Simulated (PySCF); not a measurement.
Computed with B3LYP-D3(BJ)/def2-TZVP // r2SCAN-D4/def2-SVP in PySCF. All species are isolated molecules in the gas phase. One relaxed conformer stands for a flexible species; it need not be the lowest. B3LYP has the VWN-RPA correlation part, as in Gaussian. 

Reference species: [Hf(NH2)4] (neutral, multiplicity 1).

```yaml
coordination_number: 4
LUMO: -0.16 eV
```

Changed species: [Hf(F)(NH2)3] (3 of 4 F replaced by NH2; the reference has 4 of 4 F replaced by NH2).

Q: Give the shifts of the coordination number and LUMO.

A: the coordination number hardly moves; the LUMO drops by 0.20 eV, to -0.36 eV.
